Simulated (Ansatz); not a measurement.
Geometry optimisation, Ansatz, RKS r2SCANh-D4/def2-TZVP.

Input:

```yaml
crystal:
  periodic: [false, false, false]
  atoms:
    - { symbol: Sn, position_ang: [-0.466071, -0.618193, -0.404877] }
    - { symbol: F, position_ang: [0.858132, 1.822369, 1.306853] }
    - { symbol: H, position_ang: [-0.666926, -1.921102, -1.477381] }
    - { symbol: H, position_ang: [-0.950005, -1.064491, 1.156262] }
    - { symbol: H, position_ang: [-1.327303, 0.73224, -0.957483] }
    - { symbol: H, position_ang: [1.356113, 1.291958, 0.760012] }
    - { symbol: H, position_ang: [1.19596, -0.24268, -0.383286] }
basis:
  gaussian: { orbitals: def2-TZVP }
hamiltonian:
  xc: r2scanh
  dispersion: d4
relax:
  f_tol: 0.03
  max_steps: 50
output:
  orbitals: {}
```

Launched with:

```bash
$ ansatz run input.yaml --threads 4 --pin off --max-ram 5120MiB --backend cpu --events-out ev --progress --plain --runs-dir out
```

Q: Where does it end, and by what steps?

A: The run converged. After 5 steps the energy has fallen by 0.015 eV; F2 moved furthest, 0.25 Å.

```tsv
step	energy less start (eV)	largest force component (eV/Å)	accepted
0	0.0000	0.569	yes
1	-0.0005	0.616	yes
2	-0.0015	0.596	yes
3	-0.0083	0.257	yes
4	-0.0132	0.184	yes
5	-0.0147	0.009	yes
```

```xyz
7
Properties=species:S:1:pos:R:3
Sn -0.517 -0.639 -0.417
F 1.085 1.922 1.342
H -0.588 -1.943 -1.502
H -1.024 -1.112 1.128
H -1.424 0.672 -0.991
H 1.344 1.251 0.757
H 1.125 -0.152 -0.318
```

Whether the end is a true minimum wasn't checked by a vibrational analysis.

Run time: 15 s on 4 threads of Arm Neoverse N1, with other jobs on the host, peak memory 0.21 GiB.
